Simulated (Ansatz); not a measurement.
`O[SiH]1C=C1[SiH3]` + `[NH2][SbH][OH]` → `[OH][SbH][NH][SiH3]` + `O[SiH]1C=C1`  (ligand exchange at the Si–C bond)

Calculated with Ansatz (gas phase, PBE0-D4/def2-TZVP geometries, no zero-point term in ΔE). CBS: MP2 limit from def2 TZ/QZ plus the TZ coupled-cluster correction, frozen cores. DFT in def2-TZVPP. B3LYP here is the variant with VWN-RPA as its local correlation; programs differ in this. Elements past krypton have def2 core potentials. For Sb outer-core shells are correlated without core-valence functions, which leaves a few kJ/mol of doubt a bond. One conformer a species, not always the lowest.

```
          level  ΔE (kJ/mol)
      r2SCAN-D4        -40.6
       B3LYP-D4        -42.8
         B2PLYP        -44.0
         r2SCAN        -40.5
 MP2/def2-TZVPP        -47.7
CCSD/def2-TZVPP        -47.1
 MP2/def2-QZVPP        -47.2
 CCSD/CBS(def2)        -45.9
```

Q: What does CCSD(T)/CBS give? (An estimate is asked.)

A: The calculation gave: -45.0 kJ/mol. The listed levels differ from it by 4.4, 2.2, 1.0, 4.5, -2.7, -2.1, -2.2, -0.9 kJ/mol.

Largest T1 diagnostic among the species: 0.014.

From PBE to PBE0 (25 % exact exchange), in def2-TZVPP and without D4, ΔE moves by −4.0 kJ/mol.
